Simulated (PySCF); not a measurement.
# Bond energies at PBE/def2-TZVPP beside a composite method

PySCF, lowest determinants of a PBE0 search. The composite is CCSD(T) extrapolated to the basis-set limit from two correlation-consistent sets, with core-valence (CV) and scalar-relativistic (SR) terms as its label shows; it has no spin–orbit coupling and nothing beyond (T).

| species | state (unpaired electrons) | De PBE (eV) | De composite (eV) | composite | dissociates to |
| --- | --- | --- | --- | --- | --- |
| SeF | doublet (π ↑) | 3.90 | 3.44 | CCSD(T)/CBS(TQ)+CV | Se + F |
| CF | doublet (π ↑) | 6.30 | 5.73 | CCSD(T)/CBS(TQ)+CV+SR | C + F |
| ZnBr | doublet (σ ↑) | 1.89 | 1.70 | CCSD(T)/CBS(DT) | Zn + Br |
| TeO | triplet (π ↑↑) | 4.80 | 4.06 | CCSD(T)/CBS(TQ) | Te + O |
| GeS | singlet (closed shell) | 6.00 | 5.68 | CCSD(T)/CBS(DT)+CV | Ge + S |
| AsH | triplet (π ↑↑) | 2.96 | 2.87 | CCSD(T)/CBS(DT) | As + H |
| BeCl | doublet (σ ↑) | 4.27 | 4.00 | CCSD(T)/CBS(TQ)+CV+SR | Be + Cl |
| NaN | triplet (π ↑↑) | 1.38 | 0.97 | CCSD(T)/CBS(DT)+CV+SR | Na + N |

Q: Does PBE bind more or less than the composite, by how much on average, and where is the difference largest?

A: PBE/def2-TZVPP binds more on average, method and basis taken together: the mean signed difference is +0.38 eV and the mean absolute one 0.38 eV; it is largest for TeO (+0.74 eV).

The molecules are drawn from runs that passed checks on state, spin purity and fit, so the hardest cases are missing and the errors look smaller than over all diatomics.

Correlated steps freeze the inner cores (2 to 13 orbitals); shallow outer-core shells are correlated. These are scalar-relativistic numbers at best; spin–orbit coupling would shift them, the dissociation energy most. Where the molecule has an RHF reference, its open-shell atoms are computed with UHF. The CCSD T1 diagnostic is raised in GeS, NaN, TeO, a sign that a single reference may not be enough there. States were picked by a PBE0 search and need not be the measured ground states.
